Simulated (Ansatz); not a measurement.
Basis-set extrapolation for Cl2H4O2Si2, SMILES `O[SiH2][Si](O)(Cl)Cl` (PBE0-D4/def2-TZVP geometry, frozen core, the Gaussian-basis code of Ansatz). Multiplicity 1, RHF reference.

```tsv
	def2-TZVPP	def2-QZVPP
HF	-1649.253664	-1649.304757
MP2 correlation	-1.090662	-1.189952
CCSD(T) correlation	-1.190325	not run
```

Energies in hartree. Use E(X) = E(∞) + A·exp(−7.88·√X) for Hartree–Fock and E(X) = E(∞) + B·X^(−2.97) for correlation, with X = 3 and 4, and add CCSD(T) minus MP2 of the smaller set to the MP2 limit.

Problem. What is the CCSD(T) energy at the basis-set limit?

Solution. HF limit: -1649.304757 + (-0.051093) × 0.13774 = -1649.31179. MP2 limit: -1.189952 + (-0.099290) × 0.74074 = -1.26350. Higher-order term: -1.190325 − (-1.090662) = -0.09966. Total: -1650.67495 hartree, 6.28 eV below CCSD(T)/def2-TZVPP.
